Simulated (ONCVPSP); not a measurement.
# Pseudopotential generation for Li (Z = 3): ONCV, PBEsol, scalar-relativistic.

ONCVPSP 4.0.1 input, shortened (lines: element, Z, core and valence counts, functional; n l f; lmax; l rc ep ncon nbas qcut; lloc lpopt rc5 dvloc0; l nproj debl; icmod fcfact rcfact), PBEsol, scalar-relativistic:

```
  Li 3.00    1    2  -116133      upf
    1    0    2.00
    2    0    0.75
    2    1    0.25
    2
    0    3.60    0.00    4    9    1.90
    1    4.00    0.00    4    7    1.80
    2    3.55    0.40    4    8    3.10
    4    5    3.50    0.00
    0    2    3.50
    1    1    0.30
    2    2    1.30
    2    0.50    0.65
```

All-electron outer shells of the reference configuration (PBEsol, scalar-relativistic, ld1.x):

```json
{"shell": "1s", "level (eV)": "-51.77", "outermost node (bohr)": "–", "outermost maximum (bohr)": "0.36"}
{"shell": "2s", "level (eV)": "-2.96", "outermost node (bohr)": "0.84", "outermost maximum (bohr)": "3.16"}
{"shell": "2p", "level (eV)": "-1.19", "outermost node (bohr)": "–", "outermost maximum (bohr)": "3.96"}
```

**Question.** Does the generator finish with these settings?

**Answer.** Yes, a potential is produced and its reference levels are reproduced.

**Question.** Estimate the cutoffs (Ha) at which the residual kinetic energy of the hardest occupied pseudo-wave falls to 1 and 0.1 mHa per electron.

**Answer.** 1.5 Ha and 4.7 Ha. The cutoffs count occupied waves only; projector 2 of the s channel, the hardest unoccupied one, needs 15 Ha at the loose tolerance.

**Question.** What does a ghost test show?

**Answer.** No bound ghost flagged; no localised positive-energy state flagged.

**Question.** Which valence shell sets the plane-wave cutoff?

**Answer.** 2p: 1 Ha for 1 mHa per electron, against 1 Ha for 2s.

**Question.** Tests: 2s1 2p0; 2s0.5 2p0; 2s0 2p1. Which has the largest error in its energy relative to the reference configuration, and how large is it?

**Answer.** 2s0 2p1, with -12 meV (all-electron minus pseudo) on +1.32 eV.
